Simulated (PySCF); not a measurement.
A side-by-side comparison of computed properties.

First species: C8H9PS.
SMILES: `C1(CC1)c1csc(p1)C=C`

Second species: C6H6OS.
SMILES: `CC(=O)C1=CC=CS1`

Levels: PBE0/pcSseg-1 for dipole moment, HOMO energy, LUMO energy and HOMO–LUMO gap; GFN2-xTB for rotational constant A and rotational constant C. Geometries: GFN2-xTB. Each structure is a single optimised conformer of the isolated species, non-relativistic unless stated. Electronic properties by PySCF.

Dipoles, sizes and rotational constants follow the conformer. The torsions of the flexible species, by atom-mapped SMILES:
- `[CH2:1]=[CH:2][c:3]1[p:4][c:5]([CH:6]2[CH2:7][CH2:8]2)[cH:9][s:10]1`: C1–C2–C3–P4 -179°, P4–C5–C6–C7 -148°
- `[CH3:1][C:2](=[O:3])[c:4]1[cH:5][cH:6][cH:7][s:8]1`: C1–C2–C4–C5 178°

Values for the first species:

- Dipole moment: 1.27 D
- HOMO energy: -6.34 eV
- LUMO energy: -1.90 eV
- HOMO–LUMO gap: 4.44 eV
- Rotational constant A: 2.712 GHz
- Rotational constant C: 0.497 GHz

Problem. Estimate the same properties for the second species, and the change in each.

Solution. 
```json
{"property": "dipole moment", "first": "1.27 D", "second": "3.09 D", "second less first": "+1.82 D"}
{"property": "HOMO energy", "first": "-6.34 eV", "second": "-7.32 eV", "second less first": "-0.98 eV"}
{"property": "LUMO energy", "first": "-1.90 eV", "second": "-1.85 eV", "second less first": "+0.05 eV"}
{"property": "HOMO–LUMO gap", "first": "4.44 eV", "second": "5.47 eV", "second less first": "+1.03 eV"}
{"property": "rotational constant A", "first": "2.712 GHz", "second": "3.548 GHz", "second less first": "+0.836 GHz"}
{"property": "rotational constant C", "first": "0.497 GHz", "second": "1.036 GHz", "second less first": "+0.539 GHz"}
```

On the first: The dipole matches unit charges of opposite sign 0.27 Å apart (1 e·Å = 4.8032 D).

On the second: The dipole matches unit charges of opposite sign 0.64 Å apart (1 e·Å = 4.8032 D).
